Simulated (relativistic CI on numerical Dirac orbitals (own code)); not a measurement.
Pm2+: sensitivity of the levels to the model

Base calculation: Dirac-Coulomb-Breit CI, KLI orbitals optimised for each configuration, QED by a radiative potential, valence Slater integrals scaled by 0.85, P86 correlation energy added to each configuration.

Configuration list (outside the closed core [Xe]): 4f⁵, 4f⁴5d, 4f⁴6s, 4f⁴6p, 4f⁴5f, 4f⁴7s, 4f⁴6d, 4f³5d6p, 4f⁴8s, 4f³6s², 4f²5d6s², 4f²6s²6p, 4f²5f6s², 4f²6s²7s, 4f²6s²6d. Double excitations out of closed p, d and f shells are left out; levels of such configurations are missing from the list, as are those of other unlisted configurations, and high levels can miss mixing partners.

Variants: (1) Slater integrals left unscaled; (2) valence Slater integrals scaled by 0.75; (3) configuration mixing switched off. Shifts of the energy above 4f⁵ ⁶H°5/2, in cm⁻¹, for the lowest level and the first level of each name with at least 55 % of one term (blank where a level changes its place among those of its configuration and J or its character, or is not in the variant):

```
       Level     Base    Δ(1)    Δ(2)     Δ(3)
  4f⁵ ⁶H°5/2      0.0     0.0     0.0      0.0
  4f⁵ ⁶H°7/2    740.8   -10.0   +11.8    +48.6
  4f⁵ ⁶H°9/2   1622.4    -9.9   +14.7   +101.9
 4f⁵ ⁶H°11/2   2610.8    +4.5    +5.2   +156.4
 4f⁵ ⁶H°13/2   3677.6   +35.3   -18.2   +209.4
4f⁴5d ⁶L11/2   4704.4  -580.7  +387.4  -1999.3
 4f⁵ ⁶H°15/2   4798.0   +84.1   -56.5   +258.6
  4f⁵ ⁶F°1/2   5882.5  +808.9  -533.1   -106.8
  4f⁵ ⁶F°3/2   6082.2  +828.7  -550.6   -104.1
4f⁴5d ⁶L13/2   6097.6  -590.4  +399.8  -1997.8
  4f⁵ ⁶F°5/2   6472.8  +849.7  -568.5    -90.0
 4f⁴5d ⁶K9/2   7051.8  -221.9  +145.9  -1997.0
  4f⁵ ⁶F°7/2   7119.1  +854.9  -568.7    -51.2
4f⁴5d ⁶L15/2   7618.3  -587.1  +400.6  -1996.2
  4f⁵ ⁶F°9/2   8003.0  +856.5  -565.9     +3.8
4f⁴5d ⁶K11/2   8280.3  -237.3  +162.5  -1999.5
 4f⁵ ⁶F°11/2   9066.5  +869.2  -574.0    +63.4
4f⁴5d ⁶L17/2   9242.2  -567.7  +387.2  -1994.5
4f⁴5d ⁶K13/2   9620.7  -235.6  +162.9  -2001.6
 4f⁴5d ⁶I7/2   9872.3  +249.4  -170.9  -1966.0
4f⁴5d ⁶L19/2  10950.0  -531.0  +358.9  -1992.9
 4f⁴5d ⁶I9/2  10995.2  +222.4  -145.2  -1971.8
```

For a near-neutral ion this model can misplace configurations by up to about 10,000 cm⁻¹ (more where the count of f electrons changes) and terms by 10 to 25 % of their spread. Rates follow the energies as ν³ (E1, M1) or ν⁵ (E2), so they and the lifetimes can be off by large factors. The fine structure of a lone outer electron comes out too small, for d and f at times inverted, and misplaced configurations move strength between like terms.

Ionisation energy from the two ground configurations alone: base 20.89 eV; Slater integrals left unscaled 20.97 eV; valence Slater integrals scaled by 0.75 20.84 eV. The NIST ASD value (semi-empirical) is 22.44 eV. The gap of more than 2 % comes from missing correlation, or from a tabulated value that is itself an estimate.

LS names give the leading component of a level, which can be under half, so a name can repeat, a term be missing and a line seem to break the LS rules.
